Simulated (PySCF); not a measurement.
## Name the molecule from its bond curve

A diatomic of charge 0 contains K. Its doublet curve at PBE0 in a double-zeta basis (scalar-relativistic core potentials, PySCF), in eV from the separated fragments:

```csv
R (Å),E (eV)
3.881,-0.098
4.062,-0.157
4.242,-0.188
4.378,-0.199
4.513,-0.201
4.648,-0.198
4.829,-0.187
5.055,-0.168
5.325,-0.141
```

The fit gives ωe = 58.1 cm⁻¹ and the rotational constant Bₑ = 0.03090 cm⁻¹.

Task: Which atom is the partner?

Result: The minimum lies at 4.495 Å, so the reduced mass is 16.8576 u Å² cm⁻¹/(Bₑ·Re²) = 27.00 u. With K at 38.96 u the partner weighs about 88.0 u: Sr. The molecule is KSr.

Spin–orbit coupling is left out. The state was picked by a PBE0 search and need not be the measured ground state.
